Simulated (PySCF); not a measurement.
# Exercise with solution: oscillator strength and radiative lifetime

CH₁₁NOSi₃, SMILES CO[SiH2][SiH2]N[SiH3].

Coordinates come from a PBE0-D3(BJ)/def2-SVP optimisation. The structure was generated by enumeration, and PubChem lists no compound with its InChIKey, so it may never have been made. The values are those of a single conformer.

TDA-ωB97X/def2-SVPD (PySCF) puts the first singlet state with f over 0.02 at 6.88 eV (vertical), with the transition dipole (-0.273, 0.044, 0.360) in atomic units.

Problem. Find the oscillator strength, the wavelength and the radiative lifetime that this transition would have in vacuum if emission retraced absorption.

Solution. 
|μ|² = 0.2061 au, so |μ| = 1.15 D. ΔE = 6.88/27.211 = 0.2528 hartree. f = (2/3) ΔE |μ|² = 0.035 (the program prints 0.035).
λ = 1239.84/6.88 = 180 nm; ν = 55491 cm⁻¹.
Einstein's coefficient A = 0.6670 ν² f s⁻¹ (ν in cm⁻¹) = 7.1e7 s⁻¹, so τ = 1/A = 14 ns. This state is S2; the lower singlet has f = 0.004. The figure is the radiative limit of this one transition; relaxation, internal conversion, crossing to triplets and a medium change what is measured.
